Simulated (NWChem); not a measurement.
Molecule: SiH₄O; SMILES O[SiH3]

```xyz
6

Si    -0.0200    -0.4951     0.0000
O     -0.0758     1.1698     0.0000
H      0.6823    -1.0322     1.2089
H     -1.4331    -0.9594     0.0000
H      0.6823    -1.0322    -1.2089
H      0.7664     1.6327     0.0000
```
Atoms are numbered in this order, from 1.

Level: PBE0/def2-SVP (NWChem), optimised geometry, unscaled harmonic frequencies. 

### Question
List the harmonic frequencies with IR intensities, and the thermochemistry.

### Answer
```csv
frequency (cm⁻¹),IR intensity (km/mol)
220,116.6
681,78.6
722,77.5
842,182.3
901,7.4
935,81.8
958,97.3
1011,215.6
2212,181.4
2219,95.9
2274,101.0
3939,104.0
```

| Property | Result |
|---|---|
| zero-point energy | 24.2 kcal/mol |
| thermal correction to the enthalpy at 298.15 K (with zero-point energy) | 27.2 kcal/mol |
| heat capacity Cv | 11.8 cal/(mol K) |
| entropy at 298.15 K and 1 atm (symmetry number 1) | 61.4 cal/(mol K) |
| dipole moment | 1.40 D |

Rigid rotor and harmonic oscillator.
